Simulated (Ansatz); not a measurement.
A search over several starts for the lowest SCF solution of the cluster Cu₂I₃ at the given spin, in a small basis.

```yaml
crystal:
  periodic: [false, false, false]
  atoms:
    - {symbol: Cu, position_ang: [1.240265, 0.382571, -0.311865]}
    - {symbol: Cu, position_ang: [-0.998399, 0.554190, 0.693655]}
    - {symbol: I, position_ang: [1.167292, -1.817379, -1.406592]}
    - {symbol: I, position_ang: [-2.040540, -1.572179, 0.033937]}
    - {symbol: I, position_ang: [0.631383, 2.452798, 0.990875]}
basis:
  gaussian: {orbitals: def2-SVP, initial_orbitals: start.molden}
magnetization: {spin_polarized: true, initial_magnetization: 1}
hamiltonian: {xc: pbe, dispersion: d4}
output: {orbitals: {seedname: orbitals}}
```

The file start.molden holds the orbitals of an earlier run on this structure, at another level or in another basis.

```sh
$ ansatz run in.yaml --threads 4 --pin off --events-out ev --progress --plain --max-ram 4787MiB
```

It prints (some lines left out):

```
Functional definition: PBE
1716 factors; their error is unknown
mean field evaluation 1: about -113547.1153 eV, gradient 6.3e1 eV
mean field evaluation 2: about -113556.6259 eV, gradient 1.3e1 eV
mean field evaluation 4: about -113561.6684 eV, gradient 7.2e0 eV
mean field evaluation 8: about -113562.0249 eV, gradient 1.4e-1 eV
mean field evaluation 16: about -113560.8098 eV, gradient 1.8e1 eV
mean field evaluation 32: about -113562.0250 eV, gradient 1.2e-5 eV
mean field evaluation 64: about -113560.7872 eV, gradient 1.2e0 eV
mean field -113562.02497816 eV, -4173.3274428423 hartree, gradient 1.9e-5 eV, S^2 0.751136; 7 other end points of the search recorded, 0 dependent functions left out
reference -113562.02502628 eV, -4173.3274446104 hartree; 67, 66 occupied and 73, 74 virtual orbitals, 1716 factors
Total energy: -113562.37312829 eV, -4173.3402371235 hartree
```

Hardware: 4 threads of Intel Xeon 6975P-C on a shared host. Wall time 7.5 s.

In the def2 sets I takes a core potential; there is no spin–orbit coupling. The structure comes from a short search, and lower isomers may exist.
